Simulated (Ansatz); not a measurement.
`C[Se][SnH2][Cl]` + HCl → `[Cl][SnH2][Cl]` + `C[SeH]` at 298.15 K and 1 bar (ligand exchange at the Sn–Se bond).

Gas-phase electronic energies from Ansatz, PBE0-D4/def2-TZVP geometries. CCSD(T)/CBS is the MP2 limit (def2-TZVPP, def2-QZVPP) plus CCSD(T) − MP2 in def2-TZVPP, frozen cores. This one scheme is used for every species. Elements past krypton have def2 core potentials. For Se, Sn outer-core shells are correlated without core-valence functions, which leaves a few kJ/mol of doubt a bond. Scalar relativity is left out up to krypton. Each species was taken in one conformer, which may not be the lowest.

```csv
species,CCSD(T)/CBS energy (Eh),H − E (kJ/mol),S (J/(mol·K))
`C[Se][SnH2][Cl]`,-3115.63330,161.9,387.6
HCl,-460.38127,26.6,186.8
`[Cl][SnH2][Cl]`,-1134.85982,58.0,314.6
`C[SeH]`,-2441.15625,129.5,267.5
```

H − E and S are ideal-gas, rigid-rotor, harmonic terms from PBE0-D4/def2-TZVP, for one conformer and one mirror image of each species. 1 Eh = 2625.50 kJ/mol, R = 8.31446 J/(mol·K).

Problem. By hand: ΔE, ΔH, ΔS and ΔG.

Solution. ΔE = (-1134.85982) + (-2441.15625) − (-3115.63330) − (-460.38127) = -0.00150 Eh = -3.9 kJ/mol. Δ(H − E) = 58.0 + 129.5 − 161.9 − 26.6 = -1.0, so ΔH = -4.9 kJ/mol. ΔS = 314.6 + 267.5 − 387.6 − 186.8 = 7.7 J/(mol·K). ΔG = -4.9 − 298.15 × (7.7)/1000 = -7.2 kJ/mol.

Problem. By hand: the equilibrium constant, and the temperature at which ΔG would vanish if ΔH and ΔS stayed fixed.

Solution. log₁₀ K = −ΔG/(RT ln 10) = 1.3. ΔH and −TΔS have one sign here, so there is no such temperature.

TΔS isn't small against ΔH here. A doubt of 5 kJ/mol in ΔE shifts log₁₀ K by 0.9 here. Other conformers and mirror images would add mixing entropy, several J/(mol·K) or more a flexible species. Modes under 60 cm⁻¹, often nearly free rotors, make the harmonic entropy too high. These are equilibria of isolated gas molecules and say nothing of rates. Largest T1 diagnostic: 0.011 (customary marks: 0.02 for closed shells, 0.045 for open ones).

ΔS is within the doubt of such terms, so its sign, and with it that verdict, could turn.
